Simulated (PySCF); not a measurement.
## Vibration and rotation of CrI

r²SCANh constants of CrI, ⁶Σ⁺ (sextet), unpaired electrons σ ↑, π ↑↑, δ ↑↑ (Cr x2c-TZVPPall, I x2c-TZVPPall; spin-free X2C with a Gaussian nucleus (PySCF 2.14); masses 51.9405 and 126.9045 u):

```
ωe                     : 253.1 cm⁻¹
ωexe                   : 0.723 cm⁻¹
Be                     : 0.070875 cm⁻¹
αe                     : 0.000276 cm⁻¹
D (centrifugal)        : 2.22e-08 cm⁻¹
De to Cr (3d5 4s1) + I : 2.84 eV
```

Task: Give the vibrational terms G(v) and spacings up to v = 6.

Result: G(v) = ωe(v+½) − ωexe(v+½)².

```tsv
v	G(v) (cm⁻¹)	G(v) − G(v−1)	Bv (cm⁻¹)
0	126.4		0.07074
1	378.0	251.7	0.07046
2	628.2	250.2	0.07018
3	877.0	248.8	0.06991
4	1124.3	247.3	0.06963
5	1370.2	245.9	0.06936
6	1614.6	244.4	0.06908
```

Task: How well does the Morse estimate ωe²/(4ωexe) reproduce De, and what is D0?

Result: It gives 2.75 eV, 97 % of the computed De. D0 = De − G(0) = 2.84 − 0.02 = 2.82 eV.

The metal atom is held in its measured ground configuration; semilocal functionals can put another filling of s and d lower by some tenths of an eV, and De to that atom would be smaller. These are scalar-relativistic numbers at best; spin–orbit coupling would shift them, the dissociation energy most. The state is the lowest single determinant that the PBE0 search found; with open d or f shells the true ground state can be another one.
